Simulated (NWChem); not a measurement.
System: Si2H5OCl; SMILES [SiH2](Cl)[SiH2]O

Parts of the log:

```
             Northwest Computational Chemistry Package (NWChem) 7.3.0
             --------------------------------------------------------

 C1  symmetry detected

                             Geometry "geometry" -> ""
                             -------------------------

 Output coordinates in angstroms (scale by  1.889725989 to convert to a.u.)

  No.       Tag          Charge          X              Y              Z
 ---- ---------------- ---------- -------------- -------------- --------------
    1 O                    8.0000    -1.28861049     1.60600547     0.35633963
    2 Si                  14.0000     0.26493702     1.56866675    -0.24888308
    3 Si                  14.0000     1.05711996    -0.59961943     0.20227971
    4 Cl                  17.0000    -0.67100408    -1.74666420    -0.12251840
    5 H                    1.0000    -1.76917078     0.77455470     0.26019810
    6 H                    1.0000     1.05019862     2.63299133     0.43537708
    7 H                    1.0000     0.32335646     1.79899829    -1.72701047
    8 H                    1.0000     2.12832975    -1.11016669    -0.70241451
    9 H                    1.0000     1.47444147    -0.81779248     1.61839277

 Effective nuclear repulsion energy (a.u.)     274.8883578368

                                 NWChem DFT Module
                                 -----------------

 Summary of "ao basis" -> "ao basis" (spherical)
 ------------------------------------------------------------------------------
       Tag                 Description            Shells   Functions and Types
 ---------------- ------------------------------  ------  ---------------------
 O                          def2-svp                 6       14   3s2p1d
 Si                         def2-svp                 8       18   4s3p1d
 Cl                         def2-svp                 8       18   4s3p1d
 H                          def2-svp                 3        5   2s1p

            General Information
            -------------------
          SCF calculation type: DFT
          Wavefunction type:  closed shell.
          No. of atoms     :     9
          No. of electrons :    58
           Alpha electrons :    29
            Beta electrons :    29
          Charge           :     0
          Spin multiplicity:     1
          Use of symmetry is: off; symmetry adaption is: off
          Maximum number of iterations: 150
          AO basis - number of functions:    93
                     number of shells:    45
          Convergence on energy requested:  1.00D-06
          Convergence on density requested:  1.00D-05
          Convergence on gradient requested:  5.00D-04

              XC Information
              --------------
                       M06-2X Method XC Functional
                     Hartree-Fock (Exact) Exchange  0.540
                        M06-2X Exchange Functional  1.000
                      M06-2X Correlation Potential  1.000

             Grid Information
             ----------------
          Grid used for XC integration:  xfine
          Radial quadrature: Mura-Knowles
          Angular quadrature: Lebedev.
          Tag              B.-S. Rad. Rad. Pts. Rad. Cut. Ang. Pts.
          ---              ---------- --------- --------- ---------
          O                   0.60      100          12.0      1454
          Si                  1.10      125          10.0      1454
          Cl                  1.00      125          12.0      1454
          H                   0.35      100          12.0      1202
          Grid pruning is: on
          Number of quadrature shells:   975
          Spatial weights used:  Erf1

      Superposition of Atomic Density Guess
      -------------------------------------

 Sum of atomic energies:       -1113.98815678

      Non-variational initial energy
      ------------------------------

 Total energy =   -1115.070530
 1-e energy   =   -2089.286859
 2-e energy   =     699.327972
 HOMO         =      -0.295763
 LUMO         =       0.012636

     ---------------------------------------------
      Total Density - Mulliken Population Analysis
     ---------------------------------------------

    Atom       Charge   Shell Charges
 -----------   ------   -------------------------------------------------------
    1 O    8     8.78   1.99  1.10  0.64  3.10  1.95  0.00
    2 Si  14    13.36   2.00  1.99  0.98  0.26  5.94  1.04  0.96  0.19
    3 Si  14    13.43   2.00  1.99  1.02  0.24  5.94  1.03  1.07  0.14
    4 Cl  17    17.44   2.00  1.99  1.22  0.73  5.94  2.16  3.38  0.01
    5 H    1     0.66   0.52  0.08  0.06
    6 H    1     1.09   0.70  0.38  0.01
    7 H    1     1.10   0.70  0.39  0.01
    8 H    1     1.07   0.69  0.37  0.01
    9 H    1     1.08   0.70  0.37  0.01

   convergence    iter        energy       DeltaE   RMS-Dens  Diis-err
 ---------------- ----- ----------------- --------- --------- ---------
 d= 0,ls=0.0,diis     1  -1116.9477201675 -1.39D+03  1.12D-02  5.70D-01
 d= 0,ls=0.0,diis     2  -1116.9519809847 -4.26D-03  5.71D-03  6.62D-01
 d= 0,ls=0.0,diis     3  -1117.0198722849 -6.79D-02  8.85D-04  1.15D-02
 d= 0,ls=0.0,diis     4  -1117.0208701146 -9.98D-04  3.45D-04  1.11D-03
 d= 0,ls=0.0,diis     5  -1117.0210316812 -1.62D-04  7.43D-05  3.61D-05
  Resetting Diis
 d= 0,ls=0.0,diis     6  -1117.0210370678 -5.39D-06  1.85D-05  1.72D-06
 d= 0,ls=0.0,diis     7  -1117.0210373393 -2.72D-07  4.92D-06  8.77D-08

         Total DFT energy =    -1117.021037339334
      One electron energy =    -2091.878692458398
           Coulomb energy =      780.511101951305
    Exchange-Corr. energy =      -80.541804669058
 Nuclear repulsion energy =      274.888357836817

 Numeric. integr. density =       58.000000088824

                       DFT Final Molecular Orbital Analysis
                       ------------------------------------

 Vector   27  Occ=2.000000D+00  E=-3.838443D-01
              MO Center= -1.9D-01,  1.2D+00, -1.8D-01, r^2= 4.5D+00
   Bfn.  Coefficient  Atom+Function         Bfn.  Coefficient  Atom+Function
  ----- ------------  ---------------      ----- ------------  ---------------
     6      0.358005  1 O  pz                 9      0.279103  1 O  pz
    63      0.252811  4 Cl pz                79      0.244791  7 H  s
    74     -0.233858  6 H  s                 80      0.196008  7 H  s
    75     -0.188945  6 H  s                 60      0.180433  4 Cl pz
    24     -0.164487  2 Si pz                62     -0.134646  4 Cl py

 Vector   28  Occ=2.000000D+00  E=-3.779791D-01
              MO Center=  1.4D-01, -1.0D+00, -3.9D-03, r^2= 4.1D+00
   Bfn.  Coefficient  Atom+Function         Bfn.  Coefficient  Atom+Function
  ----- ------------  ---------------      ----- ------------  ---------------
    63      0.478387  4 Cl pz                60      0.341359  4 Cl pz
    84      0.208607  8 H  s                 57      0.196893  4 Cl pz
    89     -0.189433  9 H  s                 85      0.161944  8 H  s
    90     -0.147984  9 H  s                 61     -0.144469  4 Cl px
    42     -0.141157  3 Si pz                62      0.133920  4 Cl py

 Vector   29  Occ=2.000000D+00  E=-3.336704D-01
              MO Center=  3.3D-01,  2.4D-01, -5.9D-02, r^2= 4.1D+00
   Bfn.  Coefficient  Atom+Function         Bfn.  Coefficient  Atom+Function
  ----- ------------  ---------------      ----- ------------  ---------------
    62      0.301233  4 Cl py                41     -0.253604  3 Si py
    23      0.230587  2 Si py                59      0.196452  4 Cl py
    44     -0.186351  3 Si py                79      0.153107  7 H  s
    80      0.151460  7 H  s                 26      0.148612  2 Si py
    35     -0.148142  3 Si s                  4      0.142233  1 O  px

 Vector   30  Occ=0.000000D+00  E= 4.348154D-03
              MO Center=  7.5D-01,  1.7D-01,  2.7D-02, r^2= 4.3D+00
   Bfn.  Coefficient  Atom+Function         Bfn.  Coefficient  Atom+Function
  ----- ------------  ---------------      ----- ------------  ---------------
    43      0.733303  3 Si px                25      0.512148  2 Si px
    54      0.432456  4 Cl s                  3      0.351037  1 O  s
    44      0.342879  3 Si py                61      0.324873  4 Cl px
    62      0.305957  4 Cl py                75     -0.245478  6 H  s
    85     -0.214865  8 H  s                 40      0.173960  3 Si px

 Vector   31  Occ=0.000000D+00  E= 4.012732D-02
              MO Center=  6.8D-01,  3.1D-01,  4.5D-02, r^2= 4.6D+00
   Bfn.  Coefficient  Atom+Function         Bfn.  Coefficient  Atom+Function
  ----- ------------  ---------------      ----- ------------  ---------------
    45      0.822245  3 Si pz                90     -0.704460  9 H  s
    85      0.589867  8 H  s                 44      0.525201  3 Si py
    27      0.517810  2 Si pz                80      0.516071  7 H  s
    26      0.444612  2 Si py                75     -0.330929  6 H  s
     3     -0.309628  1 O  s                 36      0.284022  3 Si s

[...]

                         DFT ENERGY GRADIENTS

    atom               coordinates                        gradient
                 x          y          z           x          y          z
   1 O      -2.435121   3.034910   0.673384   -0.002794   0.000967   0.001255
   2 Si      0.500658   2.964350  -0.470321   -0.000247  -0.003057   0.000673
   3 Si      1.997667  -1.133116   0.382253   -0.002826   0.000885  -0.001163
   4 Cl     -1.268014  -3.300717  -0.231526   -0.000003  -0.000928  -0.000062
   5 H      -3.343248   1.463696   0.491703    0.000917   0.000611  -0.000144
   6 H       1.984588   4.975632   0.822743    0.001320   0.002226   0.001375
   7 H       0.611055   3.399614  -3.263577    0.000354   0.000664  -0.003040
   8 H       4.021960  -2.097911  -1.327371    0.002311  -0.001006  -0.001651
   9 H       2.786290  -1.545404   3.058319    0.000968  -0.000362   0.002756
```

Level: M06-2X/def2-SVP. Coordinates come from a PBE0/def2-SVP optimisation.

Reconstruct the input file.

This is not unique; one that fits is the input that was run:
```
start job
memory heap 200 mb stack 900 mb global 1100 mb
geometry units angstroms noautoz
  O     -1.216405     1.849247     0.311217
  Si     0.307552     1.623294    -0.327296
  Si     0.915052    -0.568665     0.271725
  Cl    -0.918775    -1.572598     0.079852
  H     -1.772709     1.060801     0.291968
  H      1.206734     2.659137     0.252476
  H      0.339730     1.735291    -1.819860
  H      1.906780    -1.242518    -0.616542
  H      1.355577    -0.717144     1.689831
end
basis spherical
  O library def2-svp
  Si library def2-svp
  Cl library def2-svp
  H library def2-svp
end
dft
  xc m06-2x
  grid xfine
  iterations 150
  mulliken
end
task dft gradient
```
